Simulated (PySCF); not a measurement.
**HfCl₄, singlet: structure and spectrum**

Computed with PySCF, B3LYP, basis Hf def2-SVP with ECP60, Cl def2-SVP (scalar-relativistic core potentials, no spin–orbit coupling, density fitting).

The structure is a minimum.

| Item | Value |
| --- | --- |
| Point group | Td |
| Bond lengths | Hf–Cl 2.342 Å (×4) |
| Bond angles | Cl–Hf–Cl 109.5° (×6) |
| Rotational symmetry number | 12 |
| Lowest empty level | -2.42 eV |
| Principal polarisabilities | 74.9, 74.9, 74.9 bohr³ |
| Enthalpy at 298.15 K above 0 K | 22.97 kJ/mol |
| Entropy at 298.15 K and 1 bar | 376.1 J/(mol K) |
| Dipole moment | 0.00 D |
| Rotational constants | 0.03295, 0.03295, 0.03295 cm⁻¹ |
| Heat capacity Cp at 298.15 K | 99.1 J/(mol K) |
| Principal quadrupole moments (Buckingham, traceless) about the centre of mass | 0.00, 0.00, 0.00 D Å |
| Highest occupied level | -9.35 eV |
| Atomisation energy without zero-point energy | 1942 kJ/mol |
| Zero-point energy | 12.2 kJ/mol |

Harmonic modes (masses in u: Hf 179.947, Cl 34.969):
```
symmetry  ω (cm⁻¹)  IR (km/mol, summed over degenerate members)     type
       e        98                                          0.0     bend
      t2        99                                         11.0     bend
      a1       376                                          0.0  stretch
      t2       391                                          226  stretch
```

In Td the vibrations span e + 2t2 + a1. The a1, e modes carry no infrared intensity, as symmetry demands.

Charges (e):
```tsv
atom	Mulliken	Löwdin	polar tensor	Mayer order to Hf1
Hf1	0.82	-0.58	2.16	–
Cl2,3,4,5	-0.21	0.15	-0.54	1.28
```

Mulliken populations on Hf1 (electrons outside its core potential): s 2.47, p 6.37, d 2.20, f 0.14.

Formally Hf is in oxidation state +4, d0. The polar-tensor charge on Hf, 2.16, is far below the formal one.

Stability towards spin polarisation was not tested. Other isomers or separated fragments may lie lower. Spin–orbit coupling, left out here, can matter for elements this heavy.

The final relaxation and frequency run took 54 s on 2 threads of a shared Arm Neoverse N1 host, with 104 basis functions and 6 gradients; the process peaked at 1.4 GiB. Launch command: `OMP_NUM_THREADS=2 python axn.py task.json out`.
